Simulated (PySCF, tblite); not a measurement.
Calculations on `O=C(O)[C@@]1([GeH3])C[C@@H]1F`, in the order of a workflow; each names the level of the geometry that it ran on. Settings lines and outputs come from a driver script.

C4H7FGeO2.
Numbering: `[O:1]=[C:2]([OH:3])[C@@:4]1([GeH3:5])[CH2:6][C@@H:7]1[F:8]` (hydrogens: H9 on O3; H10, H11, H12 on Ge5; H13, H14 on C6; H15 on C7)

Step 1: GFN2-xTB geometry optimisation, gas phase (tblite 0.8.0) (from a force-field or distance-geometry start)
```json
{"job": {"kind": "relax", "xc": "GFN2-xTB", "basis": "xTB"}, "charge": 0, "multiplicity": 1}
```
```
step      E/eV     max force
  0    -731.51111    3.368
  1    -731.75802    3.606
  2    -731.92954    0.958
...
 97    -732.29942    0.012
 98    -732.29944    0.011
 99    -732.29945    0.011
100    -732.29947    0.010
101    -732.29948    0.007
```

Energy lowered by 18.2 kcal/mol over 101 steps; largest atomic force 0.007 eV/Å at the end. «max force» is the largest atomic force in eV/Å.

Time: 0.65 s. Hardware: Arm Neoverse V1, one thread, no GPU, shared host with 32 logical CPUs at a one-minute load of 32.

Step 2: GFN2-xTB harmonic vibrations, gas phase (tblite 0.8.0) (on the GFN2-xTB geometry)
```json
{"job": {"kind": "ir", "xc": "GFN2-xTB", "basis": "xTB"}, "charge": 0, "multiplicity": 1}
```
```
(table of modes left out)
```

39 modes from 54 to 3441 cm⁻¹ (unscaled, harmonic); zero-point energy 61.5 kcal/mol; all wavenumbers are real at this level.

The run took 0.49 s wall on Arm Neoverse V1, one thread, on a shared host.

Step 3: TDDFT B3LYP/def2-SVPD, vertical, gas phase, core orbitals frozen in the response (PySCF 2.14.0, density-fitted response routines) (on the GFN2-xTB geometry)
```json
{"job": {"kind": "uv", "xc": "B3LYP", "basis": "def2-SVPD", "nstates": 8, "ntriplets": 3}, "charge": 0, "multiplicity": 1}
```
```
...
Static polarisability (au): isotropic 82.282, principal 68.716 87.224 90.908
Singlet excitations
state   eV       nm        f      main configurations
  1   5.6848    218.1   0.00065   H->L 0.89
  2   6.8540    180.9   0.06451   H->L+1 0.81, H-1->L 0.13
  3   6.9851    177.5   0.00952   H-2->L 0.41, H-1->L 0.35, H->L+1 0.11
  4   7.2832    170.2   0.00337   H->L+2 0.85
  5   7.3255    169.3   0.09512   H-2->L 0.44, H-1->L 0.39
  6   7.5813    163.5   0.01613   H-1->L+1 0.79, H->L+3 0.13
  7   7.6198    162.7   0.00381   H->L+3 0.78, H-1->L+1 0.11
  8   7.6412    162.3   0.00160   H-3->L 0.62, H-4->L 0.25
Triplet excitations (Tamm-Dancoff, eV): 5.1912 5.9411 6.6426
```

HOMO -7.91 eV, LUMO -0.58 eV; lowest singlet 5.68 eV; lowest triplet 5.19 eV (Tamm–Dancoff); mean polarisability 82.3 au.

The run took 80 s of wall time on one thread of an Arm Neoverse V1, no GPU (shared host), and the process peaked at 0.97 GiB of memory.

Geometry of the electronic-property runs (GFN2-xTB):
```
atom  x, y, z in Å
O1     0.5233   -2.2389    0.3843
C2     0.7597   -1.0836    0.6479
O3     1.7518   -0.7185    1.4683
C4    -0.0273    0.0072    0.0680
Ge5   -1.4870   -0.7229   -1.0318
C6    -0.1324    1.3543    0.7508
C7     0.6875    1.2146   -0.4683
F8     0.1762    1.6965   -1.6391
H9     2.2158   -1.5058    1.7953
H10   -2.2710   -1.6987   -0.2288
H11   -0.9083   -1.3735   -2.2355
H12   -2.3613    0.4207   -1.4288
H13   -1.0787    1.8679    0.6606
H14    0.3809    1.4921    1.6905
H15    1.7664    1.2967   -0.4552
```

 (This holds for the electronic-property runs.)

One conformer stands for the species.
